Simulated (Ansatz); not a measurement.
`CSBCl` + H₂Se → `ClB[SeH]` + CH₃SH at 500 K and 1 bar (ligand exchange at a B–S bond).

Calculated with Ansatz (gas phase, PBE0-D4/def2-TZVP geometries, no zero-point term in ΔE). CCSD(T)/CBS is the MP2 limit (def2-TZVPP, def2-QZVPP) plus CCSD(T) − MP2 in def2-TZVPP, frozen cores. This one scheme is used for every species. For Se outer-core shells are correlated without core-valence functions, which leaves a few kJ/mol of doubt a bond. Scalar relativity is left out up to krypton. One conformer a species, not always the lowest.

```csv
species,CCSD(T)/CBS energy (Eh),H − E (kJ/mol),S (J/(mol·K))
`CSBCl`,-922.86962,176.1,371.6
H₂Se,-2401.89790,53.1,237.8
`ClB[SeH]`,-2886.53463,85.9,328.3
CH₃SH,-438.22835,145.1,283.7
```

H − E and S are ideal-gas, rigid-rotor, harmonic terms from PBE0-D4/def2-TZVP, for one conformer and one mirror image of each species. 1 Eh = 2625.50 kJ/mol, R = 8.31446 J/(mol·K).

Question: By hand: ΔE, ΔH, ΔS and ΔG.

Answer: ΔE = (-2886.53463) + (-438.22835) − (-922.86962) − (-2401.89790) = 0.00454 Eh = 11.9 kJ/mol. Δ(H − E) = 85.9 + 145.1 − 176.1 − 53.1 = 1.8, so ΔH = 13.7 kJ/mol. ΔS = 328.3 + 283.7 − 371.6 − 237.8 = 2.6 J/(mol·K). ΔG = 13.7 − 500 × (2.6)/1000 = 12.4 kJ/mol.

Question: By hand: the equilibrium constant, and the temperature at which ΔG would vanish if ΔH and ΔS stayed fixed.

Answer: log₁₀ K = −ΔG/(RT ln 10) = -1.3. ΔG = 0 at ΔH/ΔS = 5269 K, far beyond where these terms or the molecules hold.

The number of gas molecules stays the same, so ΔS is small and ΔH decides. A doubt of 5 kJ/mol in ΔE shifts log₁₀ K by 0.5 here. Other conformers and mirror images would add mixing entropy, several J/(mol·K) or more a flexible species. These are equilibria of isolated gas molecules and say nothing of rates. Largest T1 diagnostic: 0.013 (customary marks: 0.02 for closed shells, 0.045 for open ones).
